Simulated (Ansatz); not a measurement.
## Two structures, one formula

The two ends of one reaction step of CH8GeO, singlet (PBE0-D4/def2-TZVP).

A:

```json
{"atom": "Ge1", "x (Å)": "-1.0454", "y (Å)": "0.7223", "z (Å)": "-0.4169"}
{"atom": "O2", "x (Å)": "1.4133", "y (Å)": "-0.2836", "z (Å)": "2.0689"}
{"atom": "H3", "x (Å)": "-1.7225", "y (Å)": "1.5073", "z (Å)": "-1.5552"}
{"atom": "H4", "x (Å)": "-2.1116", "y (Å)": "0.3380", "z (Å)": "0.6226"}
{"atom": "H5", "x (Å)": "-0.0432", "y (Å)": "1.6814", "z (Å)": "0.2676"}
{"atom": "H6", "x (Å)": "2.3601", "y (Å)": "-0.2380", "z (Å)": "1.9179"}
{"atom": "C7", "x (Å)": "-0.1164", "y (Å)": "-0.8528", "z (Å)": "-1.0886"}
{"atom": "H8", "x (Å)": "1.0800", "y (Å)": "0.5841", "z (Å)": "1.8240"}
{"atom": "H9", "x (Å)": "-0.8260", "y (Å)": "-1.5455", "z (Å)": "-1.5423"}
{"atom": "H10", "x (Å)": "0.6217", "y (Å)": "-0.5670", "z (Å)": "-1.8391"}
{"atom": "H11", "x (Å)": "0.3900", "y (Å)": "-1.3463", "z (Å)": "-0.2587"}
```

B:

Ge1  (-0.772, 1.514, 0.648)
O2  (0.541, 0.767, 1.599)
H3  (-0.269, 1.849, -0.769)
H4  (-1.871, 0.450, 0.617)
H5  (-1.250, 2.801, 1.348)
H6  (0.782, -1.298, -0.088)
C7  (0.466, -1.746, -1.030)
H8  (1.293, 1.352, 1.713)
H9  (-0.579, -2.047, -0.957)
H10  (0.579, -1.020, -1.836)
H11  (1.079, -2.621, -1.245)
(Å)

Program: Ansatz 0.2.0. Basis: def2-TZVPP. Cores are frozen in the correlated methods. Filled d shells of the heavier atoms are correlated. The def2 sets are not built for correlating such inner shells, so the correlated values are less sure here. B3LYP uses VWN-RPA correlation.

Q: Which structure is lower at CCSD(T), and by how much? (An estimate is asked for; the value comes from the calculation.)

A: Computed: B, by 0.352 eV (electronic energy, against the other). By their contacts, A is a complex of CH₆Ge ([CH3][GeH3]) + H₂O and B is a complex of GeH₄O ([OH][GeH3]) + CH₄.

All methods give the same order:

| method | E(B) − E(A) (eV) |
| --- | --- |
| SPW92 | -0.247 |
| PBE-D4 | -0.316 |
| BLYP-D4 | -0.412 |
| r2SCAN-D4 | -0.385 |
| B97M-V | -0.432 |
| PBE0-D4 | -0.313 |
| B3LYP-D4 | -0.403 |
| r2SCAN0-D4 | -0.360 |
| BHLYP-D4 | -0.423 |
| CAM-B3LYP-D4 | -0.416 |
| wB97X-V | -0.392 |
| wB97M-V | -0.359 |
| B2PLYP | -0.412 |
| PBE-QIDH | -0.338 |
| RPA on PBE | -0.377 |
| HF | -0.527 |
| MP2 | -0.353 |
| CCSD | -0.362 |
| CCSD(T) | -0.352 |

T1 diagnostic: at most 0.011.

Labels in which every atom is bracketed show which atoms are joined, not bond orders.

For scale, one of the runs: CCSD(T)/def2-TZVPP, 222 basis functions, launched by `ansatz run in.yaml --threads 4 --pin off --events-out ev --progress --plain --max-ram 9574MiB`. Time: 70 s of wall clock on 4 CPU threads of an Arm Neoverse V2; the host was shared. Peak host memory: 3.6 GiB.
